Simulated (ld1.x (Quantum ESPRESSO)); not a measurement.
## Cutoff test, oxygen, ultrasoft

oxygen (O), ultrasoft, made with ld1.x (Quantum ESPRESSO) 7.5 (LDA (PZ), scalar-relativistic). Core [He], reference 2s2 2p4. Waves: 2s (bound): rcut 0.55, rcutus 0.75 bohr; 2s channel at 3.6 Ry: rcut 0.55, rcutus 0.75 bohr; 2p (bound): rcut 1.75, rcutus 1.90 bohr; 2p channel at -0.05 Ry: rcut 1.75, rcutus 1.90 bohr; 3d channel at 0.25 Ry: rcut 1.80, rcutus 2.10 bohr; 3d channel at 2.65 Ry: rcut 1.80, rcutus 2.10 bohr. Local part: all-electron potential smoothed inside 1.60 bohr (lloc = -1). Core correction: Bessel-smoothed model core inside 0.45 bohr. Augmentation charge: PSQ, inside the norm-conserving radii.

The pseudo-atom Hamiltonian at the reference potential is diagonalised in spherical Bessel functions j_l(qr) that vanish at 20 bohr, with q² up to the cutoff. All-electron valence levels (Ry): 2s -1.7458, 2p -0.6761.

Question: How do the lowest levels (Ry) of each channel move with the cutoff, and are there ghosts?

Answer:

| cutoff (Ry) | s #1 | p #1 | p #2 | d #1 | f #1 | f #2 | Σ f·Δε (mRy) |
| --- | --- | --- | --- | --- | --- | --- | --- |
| 8 | -1.6559 | -0.5226 | 0.0430 | 0.0797 | 0.1208 | 0.2635 | 794.0 |
| 15 | -1.6896 | -0.6678 | 0.0415 | 0.0797 | 0.1208 | 0.2635 | 145.6 |
| 30 | -1.7095 | -0.6759 | 0.0413 | 0.0797 | 0.1208 | 0.2635 | 73.3 |
| 45 | -1.7353 | -0.6761 | 0.0413 | 0.0797 | 0.1208 | 0.2635 | 21.2 |
| 70 | -1.7453 | -0.6761 | 0.0413 | 0.0797 | 0.1208 | 0.2635 | 1.1 |
| 100 | -1.7455 | -0.6761 | 0.0413 | 0.0797 | 0.1208 | 0.2635 | 0.6 |
| 400 | -1.7459 | -0.6761 | 0.0413 | 0.0797 | 0.1208 | 0.2635 | 0.0 |

Result: no extra level below or beside the all-electron valence levels (s, p, d, f tested); 10 mRy is reached at 55 Ry and 1 mRy at 80 Ry.

Its largest configuration-test error is -2716 meV.
